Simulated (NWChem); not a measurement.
Species: Si₂H₃Cl₃; SMILES Cl[SiH2][SiH](Cl)Cl

```xyz
8

Si     0.7544    -1.2496    -0.5601
Cl    -0.3709    -2.8411     0.1476
Si    -0.0049     0.7018     0.4827
Cl     1.2056     2.2426    -0.1823
Cl    -1.9561     1.0488    -0.0921
H      0.5739    -1.1303    -2.0338
H      2.1897    -1.4899    -0.2373
H      0.0413     0.6810     1.9679
```
Atoms are numbered in this order, from 1.

Program: NWChem. Pople sets run with spherical d functions. STO-3G and 3-21G are far too small for this property and stand as cheap habits. Coordinates come from a PBE0/def2-SVP optimisation. GIAO values for the isolated, static molecule; σ is the absolute isotropic shielding, δ = σ(reference) − σ with the isolated reference molecule computed at the same levels (1H: tetramethylsilane, 29Si: tetramethylsilane).

```tsv
level	δ Si1 (ppm)	σ Cl2 (ppm)	δ Si3 (ppm)	σ Cl4 (ppm)	σ Cl5 (ppm)	δ H6 (ppm)	δ H8 (ppm)
Hartree-Fock/STO-3G	-29.8	1239.6	14.3	1207.2	1209.0	3.15	3.69
B3LYP/6-31G*	…	…	…	…	…	5.02	…
B3LYP/6-311G**	-25.4	1009.9	22.7	874.0	877.9	5.04	6.00
```

Task: Some entries are withheld; supply them.

Result: 
- B3LYP/6-31G*, δ Si1 (ppm): 3.1
- B3LYP/6-31G*, σ Cl2 (ppm): 1045.7
- B3LYP/6-31G*, δ Si3 (ppm): 48.8
- B3LYP/6-31G*, σ Cl4 (ppm): 909.2
- B3LYP/6-31G*, σ Cl5 (ppm): 912.0
- B3LYP/6-31G*, δ H8 (ppm): 5.91
